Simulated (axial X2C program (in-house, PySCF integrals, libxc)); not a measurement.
## Which molecule has these constants?

All values come from calculations with an axial X2C code built on PySCF integrals, spin-free (one-electron X2C) or two-component (2c: spin–orbit coupling with atomic mean-field Coulomb and Gaunt terms, which also bring small scalar terms), in Dyall basis sets with cores contracted in-house; open shells are unrestricted.

A two-component PBE0 calculation in a Dyall 3-zeta basis gave Re = 2.365 Å, ωe = 450.2 cm⁻¹, De = 1.82 eV, dipole magnitude 5.95 D, Ω = 3/2.

**Question.** Which molecule is it?
A. LiGe
B. LiPb
C. LiSn
D. LiC
E. LiSi

**Answer.** E. The others have LiGe 2.396 Å and 403.3 cm⁻¹ (Ω = 3/2); LiC 1.876 Å and 697.2 cm⁻¹ (Ω = 3/2); LiSn 2.585 Å and 363.2 cm⁻¹ (Ω = 3/2); LiPb 2.805 Å and 276.7 cm⁻¹ (Ω = 1/2).

Each entry is the lowest single determinant of a limited PBE0 search at one distance. De goes to single-determinant-based atoms at the same level (for ions the charge split of lowest energy) and is withheld (n/a) where an atom does not fit its ground term or J level. Main or longest-lived isotopes. One determinant is a doubtful description, or other states lie close, for LiSi, LiGe, LiC, LiSn, LiPb; these need not be ground states, and all values refer to the states named. With several unpaired electrons the Ω given is that of one determinant, not necessarily of the lowest component. Some light 2c atoms are not at their ground J level, so De misses part of their lowering (0.04 eV or less). The functionals have no current term, which raises determinants with orbital currents.
